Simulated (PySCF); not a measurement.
Method: core-valence-separated Tamm–Dancoff BHandHLYP/aug-pcX-1 (pcseg-1 on H) in PySCF, non-relativistic, gas phase, PBE0-D3(BJ)/def2-SVP geometry. The energies are unshifted.

Main lines of an unknown, eV (oscillator strength): C K: 282.7 (0.036), 282.9 (0.034), 283.0 (0.064), 283.1 (0.059), 283.4 (0.009); O K: 527.9 (0.050). Listed: the first five lines at most of each edge with a tenth or more of its strongest line's intensity; roots within 0.03 eV on the same or equivalent atoms are summed. Only the lowest roots were sought, and the top ones are left out.

Task: Which candidate gives them?
A. `CC#CC#CC=O`
B. `C#CC1=CC=CO1`

Result: A. 

- `CC#CC#CC=O`: C K: 282.7 (0.036), 282.9 (0.034), 283.0 (0.064), 283.1 (0.059), 283.4 (0.009); O K: 527.9 (0.050). First C line listed at 282.7 eV, hole on the alkyne carbon (1s→π*); first O line listed at 527.9 eV, hole on the aldehyde oxygen (1s→π*).
- `C#Cc1ccco1`: C K: 283.2 (0.052), 283.4 (0.124), 283.6 (0.084), 283.7 (0.058), 284.2 (0.063); O K: 532.6 (0.031), 535.4 (0.014), 536.1 (0.007), 536.6 (0.013), 536.9 (0.003). First C line listed at 283.2 eV, hole on the aromatic CH carbon (1s→π*); first O line listed at 532.6 eV, hole on the furan-type oxygen (1s→π*).

One conformer each; other structures than these candidates weren't tested.
